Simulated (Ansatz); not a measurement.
Reaction (cleavage of the Si–Si bond): `CB(N)[SiH2][SiH3]` + `[OH][Al]([F])[SH]` → `[F][Al]([SH])[O][SiH3]` + `CB(N)[SiH3]`

Gas-phase electronic energies from Ansatz, PBE0-D4/def2-TZVP geometries. CCSD(T)/CBS adds triple-zeta CCSD(T) − MP2 to the extrapolated MP2 energy (def2 sets, frozen cores). Functionals use def2-TZVPP. Each species was taken in one conformer, which may not be the lowest.

`CB(N)[SiH2][SiH3]`:

Z-matrix (Å, degrees):
```
C
B 1 1.572
H 1 1.095 2 110.8
H 1 1.095 2 113.7 3 -121.7
H 1 1.096 2 110.8 3 116.7
N 2 1.392 1 120.6 3 122.7
Si 2 2.027 1 121.0 3 -59.1
H 6 1.009 2 122.6 1 0.0
H 6 1.006 2 123.9 1 -179.7
Si 7 2.341 2 110.1 1 -68.2
H 7 1.496 2 112.6 1 171.7
H 7 1.493 2 111.9 1 50.8
H 10 1.490 7 110.2 2 57.5
H 10 1.489 7 112.4 2 178.1
H 10 1.490 7 110.4 2 -61.2
```

`[OH][Al]([F])[SH]`:

```xyz
6

O    -1.254    0.766    1.010
Al    0.128    0.320    0.169
F     1.457    1.273    0.304
S     0.235   -1.449   -1.080
H    -2.081    0.287    1.003
H     1.515   -1.198   -1.406
```

`[F][Al]([SH])[O][SiH3]`:

```xyz
9

F     0.541   -1.484    2.452
Al   -0.004   -1.314    0.914
S    -0.835   -3.061   -0.045
O     0.090    0.158    0.141
Si    0.280    1.669   -0.435
H    -1.085   -2.375   -1.175
H    -0.709    2.579    0.199
H     1.653    2.158   -0.145
H     0.067    1.669   -1.906
```

`CB(N)[SiH3]`:

Cartesian coordinates in Å:
```
C -1.384 -0.491 0.698
B -0.113 0.259 0.154
N 0.096 1.601 0.459
Si 1.262 -0.682 -1.002
H -1.094 -1.361 1.297
H -2.038 0.137 1.311
H -1.981 -0.891 -0.129
H 0.889 2.131 0.140
H -0.541 2.137 1.029
H 0.653 -1.223 -2.253
H 1.876 -1.842 -0.292
H 2.376 0.226 -1.411
```

(1) Is it downhill or uphill in electronic energy at CCSD(T)/CBS, and by how much? (An estimate is asked.)

(2) What do these levels give: PBE0-D4, r2SCAN, HF/def2-TZVPP, SCS-MP2/def2-TZVPP, CCSD(T)/def2-TZVPP, SCS-MP2/def2-QZVPP? (Best estimate.)

Largest T1 diagnostic among the species: 0.013.

## Answers

(1) Ansatz gave: Downhill: ΔE = -1.05 eV.

(2) The calculation gave: PBE0-D4 -0.86, r2SCAN -0.97, HF/def2-TZVPP -1.41, SCS-MP2/def2-TZVPP -1.19, CCSD(T)/def2-TZVPP -1.06, SCS-MP2/def2-QZVPP -1.19 eV.

In def2-TZVPP, CCSD(T) changes the Hartree–Fock value by +0.35 eV (the triples alone add +0.05 eV) and MP2 by +0.30 eV. From PBE to PBE0 (25 % exact exchange), in def2-TZVPP and without D4, ΔE moves by −0.10 eV.
